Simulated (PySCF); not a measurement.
Al(Me)(Cl) (CH3AlCl), SMILES [CH3][Al+][Cl], charge +1. Atoms are numbered in the order given.

```xyz
6

Al     0.0000     0.0000    -0.4109
C      0.0000     0.0000    -2.3218
H     -0.8933    -0.5158    -2.6800
H      0.8933    -0.5158    -2.6800
H      0.0000     1.0315    -2.6800
Cl     0.0000     0.0000     1.6066
```
Charge +1, spin multiplicity 1.

Coordinates come from a B3LYP-D3(BJ)/def2-TZVP optimisation. The multiplicity is an assumed one; other spin states were not compared. The isomer is the one that the SMILES or the coordinates give; other isomers of the formula were not compared.

The numbers are results of B3LYP/pcJ-1 (PySCF), not measurements.

Isotropic couplings with Fermi-contact, spin-dipole and both spin-orbit terms, one fixed conformer, no vibrational averaging. Isotopes: 13C, 1H.

```tsv
pair	bonds apart	J (Hz)
C2–H3	1	___
C2–H4	1	___
C2–H5	1	___
H3–H4	2	-15.1
H3–H5	2	-15.1
H4–H5	2	-15.1
```

**Question.** Some entries are withheld; supply them. (An estimate is asked for; the answer gives what the named calculation found.)

**Answer.** 
- C2–H3, J (Hz): 151.2
- C2–H4, J (Hz): 151.2
- C2–H5, J (Hz): 151.2
